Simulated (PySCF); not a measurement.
Si(F)(Cl)(OH)(OMe) (CH4ClFO2Si), SMILES F[Si](OC)(O)Cl.

Geometry optimised at PBE-D3(BJ)/def2-SVP. Other conformers were not sampled.

The numbers are results of PBE-D3(BJ)/def2-SVP in PySCF, not measurements.

Frequencies are harmonic and unscaled.

| mode | ν (cm⁻¹) | IR (km/mol) | moving atoms (share of kinetic energy) |
|---|---|---|---|
| 1 | 46 | 4.3 | C 32 %, O 28 %, H 26 %, Cl 12 % |
| 2 | 97 | 0.6 | H 97 % |
| 3 | 130 | 7.8 | C 32 %, H 20 %, Cl 17 %, F 15 %, O 14 % |
| 4 | 171 | 38.8 | H 54 %, O 15 %, Cl 11 %, F 10 % |
| 5 | 225 | 6.2 | F 41 %, O 32 %, Cl 12 %, H 11 % |
| 6 | 266 | 52.4 | O 48 %, H 30 %, Cl 10 % |
| 7 | 300 | 34.8 | F 31 %, O 29 %, Si 14 %, H 9 %, C 8 %, Cl 8 % |
| 8 | 327 | 38.0 | O 44 %, Cl 25 %, F 16 %, Si 9 % |
| 9 | 364 | 4.6 | O 43 %, Si 19 %, F 18 %, H 10 % |
| 10 | 529 | 78.9 | Si 35 %, Cl 33 %, O 19 %, F 9 % |
| 11 | 750 | 101.8 | H 36 %, O 28 %, Si 19 %, C 11 % |
| 12 | 793 | 271.4 | H 39 %, O 31 %, Si 20 % |
| 13 | 917 | 94.7 | Si 43 %, F 22 %, H 14 %, O 13 % |
| 14 | 963 | 134.3 | Si 48 %, O 27 %, F 19 % |
| 15 | 1129 | 147.3 | H 42 %, O 28 %, C 28 % |
| 16 | 1136 | 3.9 | H 76 %, C 19 % |
| 17 | 1180 | 179.3 | O 36 %, H 36 %, C 25 % |
| 18 | 1422 | 5.1 | H 97 % |
| 19 | 1423 | 3.3 | H 89 %, C 8 % |
| 20 | 1426 | 5.2 | H 95 % |
| 21 | 2942 | 52.0 | H 97 % |
| 22 | 3022 | 24.7 | H 90 %, C 10 % |
| 23 | 3063 | 19.1 | H 90 %, C 10 % |
| 24 | 3771 | 96.0 | H 94 % |
